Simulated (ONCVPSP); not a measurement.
**LDA (Perdew-Zunger) ONCV dataset for zirconium, scalar-relativistic all-electron reference.**

- Element: Zr (Z = 40)
- Generator: ONCVPSP 4.0.1
- Type: optimised norm-conserving Vanderbilt (ONCV)
- Functional: LDA (Perdew-Zunger)
- Relativity: scalar-relativistic
- Frozen core: [Kr]
- Valence charge: 4
- Reference configuration: 4d2 5s2
- Partial waves: 5s: rc 2.75 bohr, ncon 4, nbas 7, qcut 2.5 1/bohr, 2 projectors, debl 3.6 Ha; p scattering state at 0.28 Ha: rc 2.70 bohr, ncon 4, nbas 7, qcut 3.1 1/bohr, 1 projector; 4d: rc 2.15 bohr, ncon 3, nbas 7, qcut 8.3 1/bohr, 1 projector
- Local potential: polynomial inside 1.50 bohr (lpopt 5, dvloc0 0 Ha)
- Core correction: Teter function, fcfact 3.25, rcfact 1.8

Question: Estimate the cutoffs (Ha) at which the residual kinetic energy of the hardest occupied pseudo-wave falls to 1 and 0.1 mHa per electron.

Answer: 15 Ha and 19 Ha.

Question: Does the potential have ghost states?

Answer: Ghosts flagged at negative energy: s at -9.4 eV, p at -17.4 eV; GHOST(+) flagged for s at 135.6 eV. A true bound ghost makes a file unfit for plane-wave use.

Question: Which valence shell sets the plane-wave cutoff?

Answer: 4d: 15 Ha for 1 mHa per electron, against 2 Ha for 5s.

Question: Tests: 4d2 5s1; 4d2 5s0; 4d1 5s0; 4d2 5s1.5. Which has the largest error in its energy relative to the reference configuration, and how large is it?

Answer: 4d1 5s0, with -846 meV (all-electron minus pseudo) on +43.41 eV.
